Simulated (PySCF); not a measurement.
Species: C5H9BO2.
SMILES: `B1OC[C@@H](C2CC2)O1`

The closed-shell SCF was solved with PySCF and density fitting under several settings on one GFN2-xTB geometry (grid level 2 and gas phase unless stated).

```json
{"settings": "PBE0/pcSseg-1", "basis functions": "181", "SCF cycles": "14", "E (Eh)": "-370.8303", "HOMO (eV)": "-8.03", "LUMO (eV)": "0.86", "dipole (D)": "2.52"}
{"settings": "B3LYP/def2-SVPD", "basis functions": "238", "SCF cycles": "14", "E (Eh)": "-371.0555", "HOMO (eV)": "-7.85", "LUMO (eV)": "0.30", "dipole (D)": "2.45"}
{"settings": "PBE0/cc-pVDZ, IEF-PCM chloroform", "basis functions": "157", "SCF cycles": "13", "E (Eh)": "-370.8962", "HOMO (eV)": "-7.78", "LUMO (eV)": "1.09", "dipole (D)": "2.78"}
{"settings": "PBE0/pcseg-1, start guess huckel, fitting basis def2-universal-jkfit", "basis functions": "157", "SCF cycles": "15", "E (Eh)": "-370.7940", "HOMO (eV)": "-8.06", "LUMO (eV)": "0.87", "dipole (D)": "2.56"}
```

Task: Estimate the rows for these settings: (1) X3LYP/pcSseg-1, grid level 4, level shift 0.2 Eh; (2) HSE06/cc-pVDZ, IEF-PCM cyclohexane; (3) wB97X/IGLO-II.

Result: 
```json
{"settings": "X3LYP/pcSseg-1, grid level 4, level shift 0.2 Eh", "basis functions": "181", "SCF cycles": "11", "E (Eh)": "-371.0998", "HOMO (eV)": "-7.84", "LUMO (eV)": "0.64", "dipole (D)": "2.51"}
{"settings": "HSE06/cc-pVDZ, IEF-PCM cyclohexane", "basis functions": "157", "SCF cycles": "14", "E (Eh)": "-370.9241", "HOMO (eV)": "-7.38", "LUMO (eV)": "0.73", "dipole (D)": "2.57"}
{"settings": "wB97X/IGLO-II", "basis functions": "230", "SCF cycles": "13", "E (Eh)": "-371.3051", "HOMO (eV)": "-10.41", "LUMO (eV)": "2.88", "dipole (D)": "2.45"}
```

Task: Over all rows, what range does the HOMO–LUMO gap span?

Result: From 8.11 eV (HSE06/cc-pVDZ, IEF-PCM cyclohexane) to 13.29 eV (wB97X/IGLO-II). The functional of the narrowest has 25 % exact exchange at short range alone, that of the widest range-separated exact exchange.

Task: And the dipole moment?

Result: From 2.45 D to 2.78 D; the largest is 1.13 times the smallest, and the median is 2.52 D.

Task: Compare two rows with the functional PBE0: PBE0/pcSseg-1 and PBE0/pcseg-1, start guess huckel, fitting basis def2-universal-jkfit. Which energy is lower, and by how much?

Result: PBE0/pcSseg-1 (181 functions) lies 0.0363 Eh or 23 kcal/mol below PBE0/pcseg-1, start guess huckel, fitting basis def2-universal-jkfit (157 functions).

Cycle counts include a coarse-grid stage where the run had one. The structure is a single GFN2-xTB conformer; no vibrational corrections.

Shape of the structure used: `[BH:1]1[O:2][CH2:3][C@@H:4]([CH:5]2[CH2:6][CH2:7]2)[O:8]1`: C3–C4–C5–C6 -84°.
